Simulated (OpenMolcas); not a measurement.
Tb3+ among 8 point charges of -1 e arranged as a hexagonal bipyramid (D6h). The axial distance is 1.09 times the equatorial one, R.

| Quantity | Value |
| --- | --- |
| Program | OpenMolcas |
| Method | CASSCF |
| Basis | ANO-RCC-VDZP [7s6p4d2f1g] |
| Scalar Hamiltonian | DKH2, point nucleus |
| Active space | 8 electrons in 7 orbitals (4f) |
| State averaging | 2S+1 = 7 even, 7 roots; 2S+1 = 5 even, 62 roots kept (CI in the orbitals of an earlier block); 2S+1 = 3 even, 1 root kept (CI in the orbitals of an earlier block, 0 in the spin-orbit step) |
| Spin-orbit coupling | state interaction with AMFI integrals over the reference wave functions |

All point charges move together. At R = 2.87 Å the width of the lowest J multiplet is 699 cm-1, and at R = 3.06 Å it is 577 cm-1.

Question: A third run gives 974 cm-1. What distance was it run at?

Answer: With a power law R^-n the two known points give n = -ln(577 / 699) / ln(3.06 / 2.87) = 2.99. Then R = 2.87 × (699 / 974)^(1/2.99) = 2.569 Å. The run was at 2.57 Å, so the estimate is off by -0.001 Å.

High states are left out of the spin-orbit mixing, which shifts the levels that they would mix with. This is an electrostatic model: the charges have no orbitals. An unlabelled pair can be two single states that coincide in this model. No measured value stands beside these numbers.
